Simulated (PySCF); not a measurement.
Ionisation energy of Eu⁵²⁺ by level of theory

Eu⁵²⁺ [Ne] 3s1 [3s1/2^1, M_J = 1/2] → Eu⁵³⁺ [Ne], as a difference of total energies. Computed with PySCF 2.14 in an uncontracted even-tempered set (18 s from 14 bohr⁻², ratio 2.4; 14 p from 18 bohr⁻², ratio 2.4; 4 d from 59 bohr⁻², ratio 2.6; 4 f from 88 bohr⁻², ratio 2.6), with the two-component X2C-1e Hamiltonian. Correlated levels: 1s2 frozen; the 54 highest virtual spinors dropped. "Screened" scales the spin-orbit matrix elements by Boettger's factors to mimic the two-electron term; Breit and QED terms are absent.

```
                    method  ionisation energy (eV)
           GHF (spin-free)                  4841.1
          GMP2 (spin-free)                  4841.8
 GHF (screened spin-orbit)                  4840.8
GMP2 (screened spin-orbit)                  4841.5
```

Breit and QED terms and the two-electron picture change are absent.

For comparison: 4838 ± 4 eV (theoretical estimate listed by NIST; NIST Atomic Spectra Database, ionization energies).
